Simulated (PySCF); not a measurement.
Acid–base and redox partners of c1cc[nH]c1. All species are isolated molecules in the gas phase. Strings in code marks are SMILES.

The numbers are results of TPSSh-D3(BJ)/def2-TZVP // CAM-B3LYP-D3(BJ)/def2-TZVP (PySCF 2.14.0), not measurements. 

```tsv
species	dipole moment (D)	highest occupied spin orbital (eV)
proton added at N4 (`C1=C[NH2+]C=C1`)	–	–
H atom removed from C1 (`[c]1cc[nH]c1`)	2.57	-5.62
H atom removed from C3 (`[c]1ccc[nH]1`)	1.77	-5.49
H atom removed from N4 (`C1=C[N]C=C1`)	?	-6.51
```

Question: What belongs in the gaps?

Answer: 
- H atom removed from N4 (`C1=C[N]C=C1`), dipole moment (D): 2.02
